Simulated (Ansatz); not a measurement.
C$_{2}$H$_{6}$FGaO$_{2}$, SMILES `C[O][Ga]([F])[O]C`. Total charge 0; spin multiplicity 1. All single points use the PBE0-D4/def2-TZVP geometry. It is one conformer, not always the lowest.

```xyz
12

C     1.571    0.323   -1.811
O     0.584   -0.110   -0.898
Ga    0.157    0.794    0.554
F     0.983    2.294    0.884
O    -1.070    0.242    1.683
C    -1.782   -0.963    1.480
H     2.031    1.276   -1.529
H     2.360   -0.432   -1.879
H     1.121    0.440   -2.802
H    -1.621   -1.625    2.336
H    -2.852   -0.743    1.410
H    -1.482   -1.497    0.572
```

(1) What is the dipole moment at ωB97M-V/def2-TZVPP? (Estimate.)

(2) And with PBE, r2SCAN, B3LYP? (Best estimate.)

(3) Give the Mulliken charges with ωB97M-V, B3LYP, PBE in def2-TZVPP. (An estimate is asked.)

Answers

(1) Computed: 1.98 D, with components (-0.20, -1.55, -1.22) D in this frame, pointing from negative to positive charge.

(2) Ansatz gave: PBE 1.96 D, r2SCAN 1.99 D, B3LYP 2.03 D.

(3) Computed: 
```
atom  ωB97M-V  B3LYP    PBE
  C1    -0.16  -0.11  -0.13
  O2    -0.40  -0.39  -0.32
 Ga3     0.79   0.77   0.63
  F4    -0.38  -0.38  -0.33
  O5    -0.38  -0.37  -0.30
  C6    -0.16  -0.12  -0.13
  H7     0.11   0.10   0.10
  H8     0.11   0.10   0.10
  H9     0.11   0.10   0.10
 H10     0.12   0.10   0.10
 H11     0.12   0.10   0.10
 H12     0.11   0.10   0.10
```

B3LYP here is the variant with VWN-RPA as its local correlation; programs differ in this.
